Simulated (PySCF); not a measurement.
A calculated (UHF, PySCF 2.14, aug-cc-pVDZ-DK, the spin-free X2C one-electron Hamiltonian (Gaussian nucleus)) atom or ion has these occupied shells.

| shell | electrons | orbital energy (eV) | rms radius, mean of both spins (bohr) |
| --- | --- | --- | --- |
| 1s α | 1 | -12759.9 | 0.0508 |
| 1s β | 1 | -12759.6 | 0.0508 |
| 2s α | 1 | -1719.5 | 0.212 |
| 2s β | 1 | -1719.4 | 0.212 |
| 2p α | 3 | -1510.6 | 0.189 |
| 2p β | 3 | -1510.3 | 0.189 |
| 3s α | 1 | -273.87 | 0.612 |
| 3s β | 1 | -273.38 | 0.612 |
| 3p α | 3 | -206.07 | 0.636 |
| 3p β | 3 | -205.42 | 0.636 |
| 3d α | 5 | -93.505 | 0.694 |
| 3d β | 5 | -93.139 | 0.694 |
| 4s α | 1 | -45.846 | 1.84 |
| 4s β | 1 | -39.863 | 1.84 |
| 4p α | 2 | -31.411 | 2.14 |

(1) Name the element and its charge.

Results:

(1) Se²⁺ (selenium, charge +2), in [Ar] 3d10 4s2 4p2, high-spin 3P determinant.
